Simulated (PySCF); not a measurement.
**Radial density of Os(64+) (osmium, charge +64)**

TPSS, [Ne] 3s2, closed-shell 1S. Computed with PySCF 2.14 in an uncontracted even-tempered set (17 s from 19 bohr⁻², ratio 2.5; 12 p from 25 bohr⁻², ratio 2.5; 4 d from 89 bohr⁻², ratio 2.7; 4 f from 130 bohr⁻², ratio 2.7), with the spin-free X2C one-electron Hamiltonian (Gaussian nucleus).

| r (bohr) | 4πr²ρ (e/bohr) |
| --- | --- |
| 0.0208 | 84.67 |
| 0.0349 | 95.67 |
| 0.0587 | 117.7 |
| 0.0988 | 48.20 |
| 0.166 | 17.73 |
| 0.280 | 2.969 |
| 0.470 | 0.02183 |

Densities and radii are taken from the X2C orbitals without a picture-change correction, which distorts them close to the nucleus.

Spin-orbit coupling, which splits the p, d and f shells strongly at this Z, is absent.
